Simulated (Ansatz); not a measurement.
One change: `C[Se][SiH2]S` becomes `C[Se][SiH2]Cl`.

Ansatz, PBE0-D4/def2-TZVP geometries, multiplicity 1. Each molecule was computed in one conformer, which needn't be the lowest.

Scalar relativity is left out up to krypton.

```
                             property  `C[Se][SiH2]S`
   LUMO energy (PBE0/def2-TZVPP) / eV           -0.30
 HOMO–LUMO gap (PBE0/def2-TZVPP) / eV            6.44
  HOMO energy (B3LYP/def2-TZVPP) / eV           -6.51
  LUMO energy (B3LYP/def2-TZVPP) / eV           -0.51
HOMO energy (ωB97M-V/def2-TZVPP) / eV           -8.87
HOMO–LUMO gap (B3LYP/def2-TZVPP) / eV            5.99
```

(1) What does the change do to each property? (Best estimate.)

Results:

(1) Computed: 
```csv
property,`C[Se][SiH2]Cl`,shift
LUMO energy (PBE0/def2-TZVPP) / eV,-0.37,-0.07
HOMO–LUMO gap (PBE0/def2-TZVPP) / eV,6.57,0.13
HOMO energy (B3LYP/def2-TZVPP) / eV,-6.70,-0.19
LUMO energy (B3LYP/def2-TZVPP) / eV,-0.59,-0.08
HOMO energy (ωB97M-V/def2-TZVPP) / eV,-9.09,-0.22
HOMO–LUMO gap (B3LYP/def2-TZVPP) / eV,6.11,0.12
```

With PBE0 the HOMO falls by 0.20 eV and the LUMO falls by 0.07 eV, so the gap widens by about 0.13 eV. PBE moves the HOMO by -0.19 eV and ωB97M-V by -0.22 eV.

B3LYP here is the variant with VWN-RPA as its local correlation; programs differ in this.

Spin–orbit coupling is left out; it splits and shifts lone-pair levels of the heavy atoms by tenths of an eV.
